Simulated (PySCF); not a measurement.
**Gas-phase thermal properties of CrO2Cl2**

Energies from PySCF (xtb for GFN2), thermal terms from the rigid-rotor harmonic-oscillator model, ideal gas at 1 bar. 6-31G* has spherical d functions here. All species are closed-shell singlets. B3LYP is the form with VWN-RPA correlation. The harmonic model lacks anharmonicity and excited electronic states, which grow with temperature; levels with a mode under 35 cm⁻¹ are left out.

```csv
level,point group,σ,ZPE (kJ/mol),S°298 (J/mol/K),Cp298 (J/mol/K),S°1000 (J/mol/K),H1000 − H298 (kJ/mol)
B3LYP/6-31G*,C2v,2,27.1,327.1,82.4,441.9,68.1
GFN2-xTB,C2v,2,23.4,330.4,86.1,448.3,69.7
HF/6-31G*,C2v,2,30.0,323.6,80.3,436.2,66.9
PBE/def2-SVP,C2v,2,26.0,328.9,83.4,444.6,68.5
PBE0/def2-TZVP,C2v,2,27.3,326.1,82.1,440.8,68.0
```
σ: rotational symmetry number. Electronic degeneracy used: 1. Frequencies are unscaled.
